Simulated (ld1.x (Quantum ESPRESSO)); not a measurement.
**Before and after: RRKJ potential for Co**

* Element: cobalt
* Generator: ld1.x (Quantum ESPRESSO) 7.5
* Type: norm-conserving RRKJ (Kleinman–Bylander form)
* Functional: PBEsol
* Relativity: scalar-relativistic
* Frozen core: [Ar]
* Valence charge: 9
* Reference configuration: 3d7 4s2 4p0
* Partial waves: 4p (bound, empty): rc 3.15 bohr; 3d (bound): rc 1.00 bohr; 4s (bound): rc 2.25 bohr
* Local potential: the s channel
* Core correction: Bessel-smoothed model core inside 0.85 bohr

All-electron outer shells of the reference configuration (PBEsol, scalar-relativistic, ld1.x):

| shell | level (eV) | outermost node (bohr) | outermost maximum (bohr) |
| --- | --- | --- | --- |
| 3s | -102.14 | 0.31 | 0.66 |
| 3p | -65.51 | 0.28 | 0.68 |
| 3d | -8.23 | – | 0.66 |
| 4s | -5.49 | 0.96 | 2.32 |
| 4p | -1.25 | 1.05 | 3.21 |

Change: all radii but the core radius scaled by about 0.79 (s 1.78, p 2.48, d 0.78 bohr).

Cutoffs: the cutoffs (Ry, on a coarse ladder) from which the occupation-weighted sum of valence levels, in a spherical-Bessel basis at the reference potential, stays within 10 and 1 mRy of its value at 400 Ry; they do not see the model core or the augmentation charge, which bear on the density cutoff. Errors are all-electron minus pseudo energies relative to the spin-unpolarised reference configuration.

Question: Predict the effect on cutoff, ghosts and configuration errors.

Answer: The potential gets harder (160 Ry and 230 Ry → 260 Ry and 300 Ry); of the 7 tests that both files solve, the error grows in 0 and shrinks in 1 by more than 15 % and 0.3 meV (median size 81.0 → 81.3 meV); neither file shows a bound ghost. A smaller radius makes the pseudo-wave follow the all-electron one further in, where it bends more sharply, so more plane waves are needed.

```csv
quantity,base,changed
"cutoff, loose",160 Ry,260 Ry
"cutoff, tight",230 Ry,300 Ry
loose cutoff by channel (10 mRy a level),"d 140 Ry, s 8 Ry","d 230 Ry, s 8 Ry"
bound ghosts,none,none
"error for 3d7 4s1 4p0, meV [ΔE 9.05 eV]",-9.1,-8.7
"error for 3d7 4s0 4p0, meV [ΔE 25.74 eV]",-59,-57
"error for 3d6 4s0 4p0, meV [ΔE 61.58 eV]",-475,-495
"error for 3d7 4s1 4p1, meV [ΔE 4.38 eV]",-4.3,-3.3
"error for 3d5 4s0 4p0, meV [ΔE 116.89 eV]",-2411,-2560
"error for 3d7.5 4s1.5 4p0, meV [ΔE -0.96 eV]",-81,-81
"error for 3d8 4s0 4p0, meV [ΔE 6.42 eV]",-442,-444
```
